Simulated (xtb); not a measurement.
A geometry relaxed with GFN2-xTB in xtb 6.7.1, charge 0, multiplicity 1:

```xyz
10

H     -0.7680    -1.0751    -1.2615
H      1.5216    -1.4665     0.1482
C     -1.0166     0.7486    -0.1336
O     -2.0937     1.2283    -0.3222
O      0.0670     1.4795     0.2379
C      0.8542    -0.6301     0.1121
H     -1.1773    -1.3287     0.4309
H      2.0609     1.1127     0.6651
C      1.1434     0.6387     0.3722
C     -0.5915    -0.7075    -0.2490
```

Problem. Write the SMILES of this molecule.

Solution. `O=C1CC=CO1`
